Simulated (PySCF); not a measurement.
C3H8O2, SMILES CC(O)CO (connectivity only; charge and spin as stated), charge +1, multiplicity 2.

Geometry: PBE-D3(BJ)/def2-SVP. The multiplicity is an assumed one; no other spin state was optimised. Other conformers were not sampled.

Method: PBE-D3(BJ)/def2-SVP (PySCF).

Harmonic, unscaled wavenumbers; measured fundamentals usually lie a few per cent lower.

Computed normal modes with their intensities:
| mode | ν (cm⁻¹) | IR (km/mol) | moving atoms (share of kinetic energy) |
|---|---|---|---|
| 1 | 120 | 5.7 | O 36 %, H 35 %, C 29 % |
| 2 | 198 | 3.4 | H 62 %, O 25 %, C 13 % |
| 3 | 209 | 2.2 | H 47 %, O 38 %, C 15 % |
| 4 | 263 | 0.9 | C 65 %, H 22 %, O 13 % |
| 5 | 376 | 1.9 | C 51 %, H 33 %, O 15 % |
| 6 | 405 | 4.4 | H 41 %, C 38 %, O 21 % |
| 7 | 448 | 38.5 | H 58 %, C 26 %, O 16 % |
| 8 | 478 | 134.6 | H 53 %, C 29 %, O 18 % |
| 9 | 545 | 51.6 | H 73 %, O 15 %, C 12 % |
| 10 | 865 | 15.5 | H 84 %, C 14 % |
| 11 | 904 | 27.0 | H 49 %, C 36 %, O 15 % |
| 12 | 947 | 23.3 | H 70 %, C 26 % |
| 13 | 1008 | 52.6 | H 61 %, C 35 % |
| 14 | 1092 | 86.9 | H 96 % |
| 15 | 1094 | 12.8 | H 84 %, C 15 % |
| 16 | 1176 | 25.0 | H 74 %, C 24 % |
| 17 | 1189 | 111.8 | H 65 %, C 18 %, O 17 % |
| 18 | 1257 | 109.6 | O 39 %, H 35 %, C 26 % |
| 19 | 1299 | 9.2 | H 43 %, C 41 %, O 16 % |
| 20 | 1321 | 7.2 | H 84 %, C 15 % |
| 21 | 1335 | 21.0 | H 74 %, C 15 %, O 10 % |
| 22 | 1372 | 49.9 | H 87 %, C 11 % |
| 23 | 1395 | 7.8 | H 87 %, C 11 % |
| 24 | 1407 | 41.6 | H 69 %, C 27 % |
| 25 | 1443 | 0.6 | H 77 %, C 21 % |
| 26 | 2961 | 27.3 | H 96 % |
| 27 | 2988 | 6.8 | H 95 % |
| 28 | 3029 | 7.7 | H 92 %, C 8 % |
| 29 | 3049 | 13.3 | H 91 %, C 9 % |
| 30 | 3100 | 0.8 | H 91 %, C 9 % |
| 31 | 3117 | 2.8 | H 89 %, C 11 % |
| 32 | 3587 | 169.2 | H 94 % |
| 33 | 3613 | 207.7 | H 94 % |
